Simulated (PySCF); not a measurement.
Vertical excitations of a molecule C2H8Si2 from TDDFT-CAM-B3LYP/def2-SVPD (PySCF), as energy in eV (oscillator strength): 5.94 (0.000), 6.73 (0.634), 7.33 (0.001), 7.95 (0.000), 7.97 (0.002), 7.99 (0.000), 8.04 (0.000), 8.34 (0.000), 8.39 (0.019), 8.39 (0.028). Lowest triplet (TDA): 4.04 eV. The structure is a stationary point at PBE0-D3(BJ)/def2-SVP. The values are those of a single conformer.

Identify the compound among the candidates.
(A) [SiH3]/C=C/[SiH3]
(B) C=C([SiH3])[SiH3]
(C) C1[SiH2]C[SiH2]1
(D) C=C[SiH2][SiH3]

A, [SiH3]/C=C/[SiH3]
